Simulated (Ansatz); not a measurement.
Consider the substitution at a C–F bond: `FC(F)([SiH3])[SiH3]` + HCl → `FC([SiH3])([SiH3])Cl` + H–F.

Computed with Ansatz on PBE0-D4/def2-TZVP structures; ΔE is electronic, products minus reactants. CCSD(T)/CBS is the MP2 limit (def2-TZVPP, def2-QZVPP) plus CCSD(T) − MP2 in def2-TZVPP, frozen cores. This one scheme is used for every species. DFT in def2-TZVPP. HSE06 is defined as in plane-wave codes.

`FC(F)([SiH3])[SiH3]`:

Z-matrix (Å, degrees):
```
C
F 1 1.382
Si 1 1.922 2 108.2
F 1 1.382 2 106.2 3 115.9
Si 1 1.922 2 108.2 3 -128.1
H 3 1.484 1 108.1 2 177.9
H 3 1.482 1 108.5 2 57.4
H 3 1.484 1 108.1 2 -63.2
H 5 1.484 1 108.1 2 -177.8
H 5 1.484 1 108.1 2 63.2
H 5 1.482 1 108.5 2 -57.3
```

HCl:

```xyz
2

Cl    0.626   -0.063   -0.116
H    -0.626    0.063    0.116
```

`FC([SiH3])([SiH3])Cl`:

```xyz
11

F     1.626    0.405    0.932
C     0.691    0.073   -0.035
Si   -0.113   -1.594    0.426
Si   -0.485    1.554   -0.294
Cl    1.558   -0.179   -1.588
H     0.952   -2.621    0.514
H    -1.099   -1.930   -0.629
H    -0.801   -1.436    1.733
H    -1.186    1.824    0.988
H    -1.466    1.177   -1.339
H     0.321    2.727   -0.708
```

H–F:

```xyz
2

F    -0.062    0.453    0.047
H     0.062   -0.453   -0.047
```

| level | ΔE (kJ/mol) | difference from CCSD(T)/CBS |
| --- | --- | --- |
| PBE-D4 | -16.0 | 9.5 |
| r2SCAN-D4 | -11.6 | 13.9 |
| B97M-V | -8.2 | 17.3 |
| HSE06-D4 | -17.9 | 7.6 |
| BHLYP-D4 | -12.1 | 13.4 |
| CAM-B3LYP-D4 | -5.3 | 20.2 |
| revPBE | -8.4 | 17.1 |
| HSE06 | -13.2 | 12.3 |
| BHLYP | -3.4 | 22.1 |
| SCS-MP2/def2-TZVPP | -22.7 | 2.8 |
| CCSD(T)/CBS | -25.5 | 0 |

Largest T1 diagnostic among the species: 0.013.

At CCSD(T), def2-SVP lies +27.7 kJ/mol from the extrapolated value and def2-TZVPP +6.9 kJ/mol. The D4 term adds −9.3 kJ/mol with B3LYP and −4.8 kJ/mol with PBE0; it sums over pairs of atoms, weighted by their polarisabilities, and B3LYP, whose exchange is more repulsive, gets the larger term.

CCSD(T)/CBS has its own doubt, a few kJ/mol and more with outer-core shells, so smaller differences from it don't rank the levels.

B3LYP here is the variant with VWN-RPA as its local correlation; programs differ in this.
